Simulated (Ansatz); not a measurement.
Harmonic frequencies (cm⁻¹) at PBE0-D4/def2-TZVP from Ansatz: 172, 195, 438, 495, 545, 639, 702, 862, 939, 1055, 1191, 1274, 1332, 1724, 2230, 3186, 3224, 3483.

Which molecule is it?
A. `FC[S][AlH][F]`
B. `OB1OC(Br)O1`
C. `C#C/C=C/F`
D. `C=C=C=CF`

C.
